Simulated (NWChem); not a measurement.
Molecule: hexafluoroethane (C$_{2}$F$_{6}$); SMILES FC(F)(F)C(F)(F)F

```xyz
8

F     -0.4863     1.1468    -1.2185
C      0.0000     0.0000    -0.7710
F      1.2363    -0.1522    -1.2185
F     -0.7500    -0.9946    -1.2185
C      0.0000     0.0000     0.7710
F      0.7557     0.9902     1.2185
F     -1.2354     0.1593     1.2185
F      0.4797    -1.1495     1.2185
```
Atoms are numbered in this order, from 1.

Program: NWChem. Medium grid unless said otherwise, to which SCAN and Minnesota functionals are sensitive. Geometry: optimised at PBE0/def2-SVP.

Problem. Order these by “highest occupied level (eV)”, lowest first: Hartree-Fock/def2-TZVPD; B3LYP/def2-TZVPD; PBE/def2-TZVPD; M06-2X/def2-TZVPD.

Solution. Hartree-Fock/def2-TZVPD (-16.20), M06-2X/def2-TZVPD (-13.21), B3LYP/def2-TZVPD (-11.19), PBE/def2-TZVPD (-9.50)
